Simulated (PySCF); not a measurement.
**Structure from 2D NMR**

Compound of formula C6H8F2O. Correlations simulated from computed shifts and the bond graph:

HSQC (one-bond C–H):
```csv
δH,δC
6.69,144.1
6.52,123.0
5.85,124.6
5.71,130.2
5.67,124.6
5.59,130.2
4.76,65.0
```

COSY cross peaks (H two or three bonds apart, from the bond graph; peaks can be absent where the dihedral angle is near 90°):
```csv
δH,δH
6.69,5.85
6.69,5.67
5.85,5.67
5.71,5.59
```

HMBC (two and three bonds, from the bond graph):
```csv
δH,δC
6.69,"149.0, 130.2, 124.6, 65.0"
6.52,65.0
5.85,"149.0, 144.1"
5.71,"149.0, 144.1, 65.0"
5.67,"149.0, 144.1"
5.59,"149.0, 144.1, 65.0"
4.76,"149.0, 144.1, 130.2, 123.0"
```

Carbons without hydrogens: δ 149.0.

PySCF calculation with geometry: GFN2-xTB and shieldings: GIAO PBE0/pcSseg-1; non-relativistic, a single conformation, fast rotation and ring inversion assumed for equivalent nuclei, in vacuum.

References, each an isolated molecule treated in the same way: ¹H and ¹³C vs TMS.

Exchangeable hydrogens are left out of these lists.

Q: Which molecule is this?

A: `C(OCC(C=C)=C)(F)F`.

Numbering as in the mapped SMILES `[CH2:1]=[CH:2][C:3](=[CH2:4])[CH2:5][O:6][CH:7]([F:8])[F:9]`; H(Xn) means a hydrogen on atom n. Ha(C4) is cis to C2; Ha(C1) is cis to C3; Hb(C4) is trans to C2; Hb(C1) is trans to C3.

- δC 149.0 is C3, a fully substituted alkene carbon.
- δC 144.1 is C2, an alkene CH (δH 6.69).
- δC 130.2 is C4, a terminal =CH2 carbon (δH 5.59, 5.71).
- δC 124.6 is C1, a terminal =CH2 carbon (δH 5.67, 5.85).
- δC 123.0 is C7, an sp3 CH bonded to 2 F and O (δH 6.52).
- δC 65.0 is C5, an allylic sp3 CH2 bonded to O (δH 4.76).
- HMBC from δH 6.69 reaches the proton-free carbon C3.
- HMBC from δH 5.85 reaches the proton-free carbon C3.
- HMBC from δH 5.71 reaches the proton-free carbon C3.
- HMBC from δH 5.67 reaches the proton-free carbon C3.
- COSY links 6.69–5.85, 6.69–5.67, 5.85–5.67, 5.71–5.59.

The data come from this structure; uniqueness wasn't tested.

Shifts are as computed. Against solution values, carbons near 30 ppm lie about +3 ppm off and those near 130 ppm about +5 ppm. Of 1211 compounds with measured shifts, 218 miss one by over three times the rms of a fit or turn the order of signals round; such compounds aren't used in these exercises.
